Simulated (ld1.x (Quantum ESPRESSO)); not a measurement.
Scattering properties, TM potential for Cu (Z = 29)

- Element: copper
- Generator: ld1.x (Quantum ESPRESSO) 7.5
- Type: norm-conserving Troullier–Martins (Kleinman–Bylander form)
- Functional: PBEsol
- Relativity: scalar-relativistic
- Frozen core: [Ne]
- Valence charge: 19
- Reference configuration: 3s2 3p6 3d10 4s1 4p0
- Partial waves: 3s (bound): rc 0.65 bohr; 3d (bound): rc 1.15 bohr; 3p (bound): rc 1.20 bohr
- Local potential: the p channel
- Core correction: Bessel-smoothed model core, default radius (core density twice the valence density)

Occupied shells without a wave of their own: 4s. They enter only through the test configuration that unscreens the potential, and ld1.x also counts them in the model core charge.

The phase is arctan(r·u′/u) with u = r·R(r), unwrapped; energies in Ry, scanned from -10 to 5 Ry. A pole is an energy at which the radial function vanishes at the test radius. The pseudo phase is shifted by a multiple of π to meet the all-electron one at the reference energy, and phase errors are pseudo minus all-electron; the curves can meet again beyond the range given. Levels narrower than the energy grid can be missing from the lists of poles.

Problem. For each channel, where are the poles, and over which energies does the pseudopotential scatter like the atom?

Solution.

```tsv
channel	radius (bohr)	reference energy (Ry)	poles, all-electron	poles, pseudo	unbroken range about the reference energy with phases within 0.05 rad	phase error 1 Ry above the reference energy (rad)
s	1.30	-8.41	-7.48	-7.48	below 3.1	-0.000
p	1.30	-5.29	-4.10	-4.10	the whole range	-0.000
d	1.30	-0.37	1.36	1.38	the whole range	+0.002
```

ld1.x takes every shell without a wave as core, so the model core holds the 4s electrons as well and exchange and correlation see them twice. This cancels in the reference configuration, but the file is broken for other ones, and its errors say nothing about a proper core correction.

Phases in the d channel:

```
E (Ry)  all-electron  pseudo
-10.00         1.330   1.330
 -9.52         1.324   1.324
 -9.04         1.317   1.317
 -8.56         1.310   1.310
 -8.08         1.301   1.302
 -7.60         1.292   1.293
 -7.12         1.282   1.283
 -6.64         1.271   1.271
 -6.16         1.258   1.258
 -5.68         1.243   1.244
 -5.20         1.225   1.226
 -4.72         1.204   1.205
 -4.24         1.178   1.179
 -3.76         1.145   1.146
 -3.28         1.101   1.103
 -2.80         1.040   1.042
 -2.32         0.948   0.950
 -1.84         0.794   0.796
 -1.36         0.499   0.502
 -0.88        -0.085  -0.083
 -0.40        -0.785  -0.785
  0.08        -1.193  -1.192
  0.56        -1.398  -1.396
  1.04        -1.516  -1.513
  1.52        -1.594  -1.590
  2.00        -1.651  -1.647
  2.48        -1.697  -1.692
  2.96        -1.737  -1.730
  3.44        -1.773  -1.765
  3.92        -1.808  -1.798
  4.40        -1.844  -1.831
  4.88        -1.881  -1.865
```
